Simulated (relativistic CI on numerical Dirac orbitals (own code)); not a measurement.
**V⁺: resonant inelastic scattering at the L2,3 edge**

Computed with this model: Dirac-Coulomb-Breit CI, orbitals from a KLI potential per configuration, a model potential for QED, valence Slater integrals scaled by 0.9, Kramers-Heisenberg scattering through one core-hole configuration in a parametric crystal field; configurations [Ar] 3d4 → [He] 2s2 2p5 3s2 3p6 3d5; 300 K; core-hole width 0.24 eV; summed over polarisations. Incident energies are the highest absorption maxima for each field (at most a few, so the weaker spin-orbit partner edge can be absent), on the computed scale of the free ion. Intensities are in per cent of the strongest line above 0.02 eV; levels within 1 cm⁻¹ are merged; final levels count from the ground level, the first row holds all elastic scattering, lines under 0.4 are left out and each table stops after 24 rows. The scale of the Slater integrals is a model choice and moves the terms in proportion.

Field parameters in Wybourne normalisation: Oh B⁴₀ = 21Dq, B⁴₄ = √(5/14) B⁴₀. The field is a parameter set, without covalency.

S is read from ⟨S²⟩ = S(S + 1).

Oh, 10Dq = 2400 cm⁻¹:

```tsv
Final level (eV)	Degeneracy	Irrep	S	513.9 eV	514.5 eV	515.3 eV
0.000	1	A1	2.00	893.2	448.6	300.8
0.000	3	T1	2.00	316.4	85.8	35.2
0.001	2	E	2.00	104.1	41.5	28.1
0.001	3	T2	2.00	132.5	65.1	26.3
0.002	1	A2	2.00	43.4	20.2	9.6
0.292	3	T2	2.00	89.2	74.4	48.2
0.292	3	T1	2.00	100.0	48.3	78.7
0.292	1	A1	2.00	29.5	27.0	50.4
0.303	3	T1	2.00	34.6	46.9	28.7
0.303	2	E	2.00	16.2	14.7	27.7
0.310	3	T2	2.00	24.9	27.1	27.1
1.568	1	A1	1.00	0.6	7.5	8.0
1.570	3	T1	1.00	2.5	17.7	10.6
1.571	3	T2	1.00	2.0	14.2	4.8
1.571	2	E	1.00	3.4	18.4	8.2
1.730	6	T1+T2	1.00	2.9	12.5	14.7
1.814	1	A1	1.00	1.3	4.7	3.9
1.828	3	T1	1.00	3.3	10.3	13.2
1.847	2	E	1.00	4.7	5.8	5.5
1.849	3	T1	1.00	3.7	7.7	4.6
1.854	3	T2	1.00	2.8	9.3	6.0
1.855	2	E	1.00	1.7	6.3	5.3
1.856	3	T2	1.00	2.5	8.1	16.9
1.858	1	A2	1.00	0.7	1.4	2.3
```

Oh, 10Dq = 5350 cm⁻¹:

```tsv
Final level (eV)	Degeneracy	Irrep	S	514 eV	514.6 eV	515.2 eV
0.000	1	A1	2.00	422.1	194.1	187.4
0.000	3	T1	2.00	116.6	36.2	58.2
0.001	2	E	2.00	37.5	19.4	30.2
0.001	3	T2	2.00	61.6	34.1	14.9
0.001	1	A2	2.00	29.7	8.6	2.7
0.657	7		2.00	68.5	81.3	100.0
0.668	5	E+T1	2.00	15.4	32.2	11.8
0.675	3	T2	2.00	6.0	10.2	8.6
1.275	1	A1	1.00	0.5	5.1	8.4
1.280	3	T1	1.00	2.9	9.9	14.0
1.288	3	T2	1.00	4.7	6.6	9.6
1.288	2	E	1.00	3.5	7.6	8.1
1.753	3	T2	1.00	1.0	4.1	3.2
1.753	3	T1	1.00	1.1	3.7	3.1
1.831	1	A1	1.00	0.6	1.8	3.4
1.842	3	T1	1.00	1.9	5.2	4.2
1.863	3	T2	1.00	1.0	5.3	5.0
1.864	2	E	1.00	1.0	4.5	2.5
1.902	2	E	1.00	1.8	3.2	6.0
1.904	3	T1	1.00	2.3	5.0	1.9
1.910	3	T2	1.00	1.7	4.2	2.8
1.914	1	A2	1.00	0.4	0.8	1.4
2.060	3	T2	0.99	3.1	5.0	3.6
2.146	3	T1	1.00	2.6	4.0	2.5
```

For the first field the strongest loss at the lowest incident energy is the level at 0.29 eV (S = 2.00, against 2.00 in the thermal ground state). Levels of other spin, the first over 8 % at 1.57 eV, appear because spin-orbit coupling of the core hole, and in heavier ions of the valence shell too, mixes spins.
